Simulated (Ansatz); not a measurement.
**C3H8GeSi: where a starting geometry ends**

The starting geometry of this gas-phase singlet was optimised with GFN2-xTB; its bonds are those of `[SiH3]CC#[C][GeH3]`.

```yaml
atoms:
  - { symbol: C, position_ang: [-0.6132, -1.5251, -0.6325] }
  - { symbol: C, position_ang: [0.0527, -0.3116, -1.0255] }
  - { symbol: C, position_ang: [0.5883, 0.7226, -1.3450] }
  - { symbol: Ge, position_ang: [1.4356, 2.3264, -1.8474] }
  - { symbol: Si, position_ang: [-2.2472, -1.1616, 0.3003] }
  - { symbol: H, position_ang: [-3.1444, -0.4155, -0.5809] }
  - { symbol: H, position_ang: [-1.9456, -0.3895, 1.5049] }
  - { symbol: H, position_ang: [-2.8351, -2.4560, 0.6534] }
  - { symbol: H, position_ang: [-0.8194, -2.1228, -1.5239] }
  - { symbol: H, position_ang: [0.0553, -2.1088, 0.0049] }
  - { symbol: H, position_ang: [1.8368, 3.0825, -0.6234] }
  - { symbol: H, position_ang: [0.4928, 3.1610, -2.6501] }
  - { symbol: H, position_ang: [2.6504, 2.0306, -2.6641] }
```

**Question.** Where would you expect an optimisation with PBE0-D3(BJ)/def2-SVP to take it?

**Answer.** It keeps its bonds, and is `[SiH3]CC#[C][GeH3]`.

The energy falls by 0.11 eV over 8 steps:

```csv
step,E − E(last) (eV)
1,0.105
2,0.005
3,0.000
4,0.000
5,0.000
6,0.000
7,0.000
8,0.000
```

Final geometry (Å):

```xyz
13

C    -0.6060   -1.5450   -0.6363
C     0.0699   -0.3291   -1.0369
C     0.5978    0.7245   -1.3505
Ge    1.4367    2.3477   -1.8476
Si   -2.2257   -1.1681    0.2881
H    -3.1415   -0.3967   -0.6014
H    -1.9284   -0.3733    1.5148
H    -2.8762   -2.4575    0.6751
H    -0.8419   -2.1692   -1.5154
H     0.0391   -2.1524    0.0217
H     1.8436    3.1154   -0.5798
H     0.4538    3.1943   -2.6718
H     2.6859    2.0415   -2.6893
```

No frequencies were run, so the end isn't proven a minimum. Run with Ansatz 0.2.0, 30 s on 2 threads of Arm Neoverse V2, on a shared host.
